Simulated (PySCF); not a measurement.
# Energy and ionisation energy along a bond of ClH2Si cation

Calculated results; nothing here was measured. The program is PySCF 2.14.0, an open-source quantum chemistry code, run on an isolated molecule that a program drew, which may never have been made. The molecule is ClH2Si cation (charge +1, singlet), drawn as the SMILES string `[SiH2+]Cl`.

The structure below is the HF double-zeta minimum with every atom moved a little at random, so it isn't optimised. Bond Si1-H4 is then set to each length in the table by shifting atom 4 along it, with nothing else relaxed.
```xyz
4
ClH2Si cation, angstrom
Si   -0.5613   -0.2533   -1.3203
Cl   -2.0342    0.8037   -2.2019
H     0.5543    0.4583   -0.8824
H    -0.8221   -1.6653   -1.0636
```

E is the energy above the same method's energy at the HF double-zeta minimum. IE is the energy to remove one electron at fixed geometry, to the doublet state of charge +2, as a difference of total energies. The basis family is cc-pV(n+d)Z, with UHF for radicals and no spin-orbit coupling. Best is HF at quadruple zeta, plus MP2 correlation extrapolated from triple and quadruple zeta, plus CCSD(T) minus MP2 at triple zeta, with a frozen core. The other columns are at triple zeta.

| bond (Å) | E PBE (kcal/mol) | E r2SCAN (kcal/mol) | E CCSD(T) (kcal/mol) | E best (kcal/mol) | IE PBE (eV) | IE r2SCAN (eV) | IE CCSD(T) (eV) | IE best (eV) | T1 |
|---|---|---|---|---|---|---|---|---|---|
| 1.3256 | 8.84 | 8.38 | 7.83 | 8.09 | 18.438 | 18.548 | 18.622 | 18.808 | 0.014 |
| 1.4586 | 2.60 | 2.83 | 2.59 | 2.83 | 18.328 | 18.450 | 18.564 | 18.749 | 0.014 |
| 1.5266 | ? | ? | ? | ? | ? | ? | ? | ? | ? |
| 1.6726 | 8.31 | 9.75 | 10.03 | 10.35 | 18.081 | 18.214 | 18.421 | 18.603 | 0.014 |
| 1.7146 | 10.66 | 12.34 | 12.71 | 13.05 | 18.022 | 18.154 | 18.383 | 18.564 | 0.014 |

T1 is the CCSD diagnostic of the starting molecule.

**Estimate the best E and IE at 1.5266 Å from the other rows.**

A cubic in the inverse of the bond length through the other values of E best gives 3.71 kcal/mol there. A least-squares quadratic in the bond length through IE best gives 18.710 eV. The calculation gives 3.69 kcal/mol and 18.711 eV, so the fits miss by 0.02 kcal/mol and 0.001 eV. The same recipe one zeta lower moves these two values by 0.32 kcal/mol and 0.07 eV, a gauge of their own error. The rest of the row: E is 2.90 (PBE), 3.51 (r2SCAN), 3.44 (CCSD(T)); IE is 18.259 (PBE), 18.386 (r2SCAN), 18.527 (CCSD(T)); T1 is 0.014.
